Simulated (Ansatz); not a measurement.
BCl₂, doublet, geometry from GFN2-xTB; BCCD/def2-TZVP (Ansatz, a program for electronic structure).

The Ansatz input:
Ansatz 0.2 input:
```yaml
crystal:
  periodic: [false, false, false]
  atoms:
    - {symbol: B, position_ang: [-0.01065557, 0.71135712, -0.06266828]}
    - {symbol: Cl, position_ang: [1.48570467, -0.08446017, -0.01439496]}
    - {symbol: Cl, position_ang: [-1.48257068, -0.12476251, 0.03282680]}
basis:
  gaussian:
    orbitals: def2-TZVP
magnetization: {spin_polarized: true, initial_magnetization: 1}
correlation: {method: bccd}
```

Task: Predict the main parts of the log of this Ansatz run.

Result: 
```
Functional definition: HF
628 factors; integrals over basis functions are off by at most 5.7e-4 eV
mean field evaluation 1: about -25678.9699 eV, gradient 1.1e1 eV
mean field evaluation 2: about -25678.9761 eV, gradient 1.1e1 eV
mean field evaluation 4: about -25680.1900 eV, gradient 2.3e0 eV
mean field evaluation 8: about -25680.2895 eV, gradient 1.1e-1 eV
mean field evaluation 16: about -25680.2694 eV, gradient 7.4e-1 eV
mean field evaluation 32: about -25677.6008 eV, gradient 1.3e-3 eV
mean field -25680.28972070 eV, -943.7332405101 hartree, gradient 6.8e-6 eV, S^2 0.755752; 1 other end points of the search recorded, 0 dependent functions left out
determinant -25680.28972070 eV, -943.7332405101 hartree, with singles and doubles -25693.29669520 eV, -944.2112380067 hartree
determinant -25677.60076369 eV, -943.6344231628 hartree, with singles and doubles -25690.83376067 eV, -944.1207268320 hartree
11 core orbitals not correlated
reference -25680.28972070 eV, -943.7332405101 hartree; 9, 8 occupied and 85, 86 virtual orbitals, 628 factors
second order -11.99310968 eV of doubles, -0.00000000 eV of singles
cycle   1  -12.93558825 eV  change   -5.7e-1 eV  update   2.1e-2
cycle   2  -12.96156116 eV  change   -2.6e-2 eV  update   5.9e-3
cycle   3  -12.96010644 eV  change    1.5e-3 eV  update   3.0e-3
cycle   4  -12.96014103 eV  change   -3.5e-5 eV  update   1.3e-3
cycle   5  -12.96006790 eV  change    7.3e-5 eV  update   4.7e-4
cycle   6  -12.96015670 eV  change   -8.9e-5 eV  update   1.6e-4
cycle   7  -12.96011845 eV  change    3.8e-5 eV  update   6.6e-5
cycle   8  -12.96015572 eV  change   -3.7e-5 eV  update   2.7e-5
cycle   9  -12.96014360 eV  change    1.2e-5 eV  update   8.6e-6
Total energy: -25693.24986430 eV, -944.2095170027 hartree
```
